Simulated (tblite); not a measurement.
C6H3N (charge +1 and doublet state).
SMILES: `N#CCC#C[C]=[CH+]`

Computed geometry: GFN2-xTB, gas phase. This method treats the open shell by occupation alone, without spin polarisation.

Take the most abundant isotopes and a rigid rotor. 

(1) What are A, B and C (MHz)?

(2) What kind of rotor is it?

(3) What does the inertial defect say?

(4) Give the coordinates in the principal-axis frame, origin at the centre of mass.

(5) List the rotational levels J(Ka,Kc) to J = 5 (cm⁻¹).

Answers

(1) Ia = 43.55, Ib = 477.86, Ic = 518.18 u·Å²; 505379 MHz·u·Å²/I gives A = 11604, B = 1058, C = 975.3 MHz.

(2) A near-prolate asymmetric top; Ray's κ = -0.985.

(3) Not planar: Δ = Ic − Ia − Ib = -3.24 u·Å². For a rigid frame Δ = −2 Σ m c², so Σ m c² = 1.62 u·Å² lies off the ab plane, practically all of it from hydrogen. The atom farthest from that plane is 0.90 Å away.

(4) The sense of each axis is arbitrary; atoms in the order of the calculation.
```
atom  mass (u)   a (Å)   b (Å)   c (Å)
  C1    12.000   3.578   0.495   0.000
  C2    12.000   2.407   0.146   0.000
  C3    12.000   1.125  -0.230   0.000
  C4    12.000  -0.044  -0.604   0.000
  C5    12.000  -1.407  -0.999   0.000
  C6    12.000  -2.289   0.158   0.000
  N7    14.003  -2.982   1.058   0.000
  H8     1.008   4.592   0.797   0.000
  H9     1.008  -1.640  -1.596   0.896
 H10     1.008  -1.642  -1.595  -0.896
```

(5) Above 0(0,0):
J = 1: 1(0,1) 0.0678, 1(1,1) 0.4196, 1(1,0) 0.4224
J = 2: 2(0,2) 0.2034, 2(1,2) 0.5525, 2(1,1) 0.5607, 2(2,1) 1.6161, 2(2,0) 1.6161
J = 3: 3(0,3) 0.4068, 3(1,3) 0.7518, 3(1,2) 0.7683, 3(2,2) 1.8195, 3(2,1) 1.8196, 3(3,1) 3.5854, 3(3,0) 3.5854
J = 4: 4(0,4) 0.6779, 4(1,4) 1.0175, 4(1,3) 1.0449, 4(2,3) 2.0908, 4(2,2) 2.0910, 4(3,2) 3.8567, 4(3,1) 3.8567, 4(4,1) 6.3289, 4(4,0) 6.3289
J = 5: 5(0,5) 1.0166, 5(1,5) 1.3496, 5(1,4) 1.3908, 5(2,4) 2.4298, 5(2,3) 2.4303, 5(3,3) 4.1958, 5(3,2) 4.1958, 5(4,2) 6.6680, 5(4,1) 6.6680, 5(5,1) 9.8465, 5(5,0) 9.8465

For this open shell read J as N, the rotation without spin; fine and hyperfine splittings come on top. Its GFN2-xTB frequencies are all real (lowest 72 cm⁻¹). No vibrational averaging or centrifugal distortion is included, and the geometry carries the error of its method.
